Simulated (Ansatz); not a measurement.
A search over several starts for the lowest SCF solution of Sn₃F₄⁺ at the given spin, in a small basis.

```yaml
crystal:
  periodic: [false, false, false]
  atoms:
    - {symbol: Sn, position_ang: [1.046079, -1.797740, 0.724549]}
    - {symbol: Sn, position_ang: [0.791693, 1.720765, -0.330279]}
    - {symbol: Sn, position_ang: [-1.807081, 0.078431, -0.652003]}
    - {symbol: F, position_ang: [-0.142175, 0.015261, 1.063301]}
    - {symbol: F, position_ang: [-0.516945, -1.800615, -0.639586]}
    - {symbol: F, position_ang: [-1.306744, 2.034441, 0.167872]}
    - {symbol: F, position_ang: [1.935184, -0.250542, -0.333865]}
basis:
  gaussian: {orbitals: def2-SVP, initial_orbitals: start.molden}
total_charge: 1
magnetization: {spin_polarized: true, initial_magnetization: 1}
hamiltonian: {xc: pbe, dispersion: d4}
output: {orbitals: {seedname: orbitals}}
```

The file start.molden holds the orbitals of an earlier run on this structure, at another level or in another basis.

```sh
$ ansatz run in.yaml --threads 4 --pin off --events-out ev --progress --plain --max-ram 8704MiB
```

Output, abridged:

```
Functional definition: PBE
1465 factors; their error is unknown
mean field evaluation 1: about -28331.0138 eV, gradient 3.4e1 eV
mean field evaluation 2: about -28338.8523 eV, gradient 8.8e0 eV
mean field evaluation 4: about -28343.0138 eV, gradient 1.2e0 eV
mean field evaluation 8: about -28342.9923 eV, gradient 2.5e-4 eV
mean field evaluation 16: about -28342.9864 eV, gradient 3.7e0 eV
mean field -28342.99230182 eV, -1041.5857555216 hartree, gradient 2.4e-5 eV, S^2 0.751786; 1 other end points of the search recorded, 0 dependent functions left out
reference -28342.99234666 eV, -1041.5857571697 hartree; 51, 50 occupied and 83, 84 virtual orbitals, 1465 factors
Total energy: -28343.30747484 eV, -1041.5973379166 hartree
```

Hardware: 4 threads of Arm Neoverse V1 on a shared host. Wall time 4.9 s.

In the def2 sets Sn takes a core potential; there is no spin–orbit coupling. Another isomer (doublet) lies 0.54 eV lower at PBE0-D4/def2-TZVP; other spin states weren't run for this one.
